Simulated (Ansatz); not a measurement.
The cluster Ag3Cl4⁻, 7 atoms. Hardware: 4 threads of Arm Neoverse V2 on a shared host.

In the def2 sets Ag takes a core potential; there is no spin–orbit coupling. Correlated methods freeze 20 core orbitals; core or outer-core shells of Ag are correlated, in sets that lack core-valence functions.

(1) How many basis functions does each of these Ansatz runs have, and roughly what does it cost? r2SCAN-D4/def2-TZVPD, charge -1 singlet, energy, from earlier orbitals; MP2/def2-TZVPD, charge -1 singlet, energy, from earlier orbitals; BHLYP-D4/def2-TZVPD, charge -1 singlet, energy, from earlier orbitals; RPA@PBE/def2-TZVPD, charge -1 singlet, energy, from earlier orbitals; r2SCAN0-D4/def2-TZVPD, charge -1 singlet, energy, from earlier orbitals; PBE-D4/def2-SVPD, charge -1 singlet, relaxation, 18 steps; PBE0-D4/def2-TZVPD, charge -1 singlet, energy, from earlier orbitals; HSE06-D4/def2-TZVPD, charge -1 singlet, energy, from earlier orbitals; PBE-D4/def2-TZVPD, charge -1 singlet, energy and forces, from earlier orbitals; HF/STO-3G, charge -1 singlet, energy.

Answers

(1) Other jobs shared the machine, so times can vary by a factor of up to 3. A dash marks memory too small to be measured apart from the calling script's.

```json
{"run": "HF/STO-3G, charge -1 singlet, energy", "functions": "117", "fitting or Cholesky vectors": "1408", "wall time": "2.6 s", "peak host memory (GiB)": "0.56"}
{"run": "PBE-D4/def2-TZVPD, charge -1 singlet, energy and forces, from earlier orbitals", "functions": "304", "fitting or Cholesky vectors": "2179", "wall time": "6.5 s", "peak host memory (GiB)": "0.65"}
{"run": "HSE06-D4/def2-TZVPD, charge -1 singlet, energy, from earlier orbitals", "functions": "304", "fitting or Cholesky vectors": "2390", "wall time": "13 s", "peak host memory (GiB)": "1.6"}
{"run": "MP2/def2-TZVPD, charge -1 singlet, energy, from earlier orbitals", "functions": "304", "fitting or Cholesky vectors": "2234", "wall time": "13 s", "peak host memory (GiB)": "1.1"}
{"run": "PBE0-D4/def2-TZVPD, charge -1 singlet, energy, from earlier orbitals", "functions": "304", "fitting or Cholesky vectors": "2390", "wall time": "14 s", "peak host memory (GiB)": "1.5"}
{"run": "r2SCAN-D4/def2-TZVPD, charge -1 singlet, energy, from earlier orbitals", "functions": "304", "fitting or Cholesky vectors": "2179", "wall time": "14 s", "peak host memory (GiB)": "0.71"}
{"run": "BHLYP-D4/def2-TZVPD, charge -1 singlet, energy, from earlier orbitals", "functions": "304", "fitting or Cholesky vectors": "2629", "wall time": "15 s", "peak host memory (GiB)": "1.6"}
{"run": "RPA@PBE/def2-TZVPD, charge -1 singlet, energy, from earlier orbitals", "functions": "304", "fitting or Cholesky vectors": "2234", "wall time": "20 s", "peak host memory (GiB)": "1.2"}
{"run": "r2SCAN0-D4/def2-TZVPD, charge -1 singlet, energy, from earlier orbitals", "functions": "304", "fitting or Cholesky vectors": "2390", "wall time": "21 s", "peak host memory (GiB)": "1.5"}
{"run": "PBE-D4/def2-SVPD, charge -1 singlet, relaxation, 18 steps", "functions": "210", "fitting or Cholesky vectors": "1944", "wall time": "50 s", "peak host memory (GiB)": "–"}
```
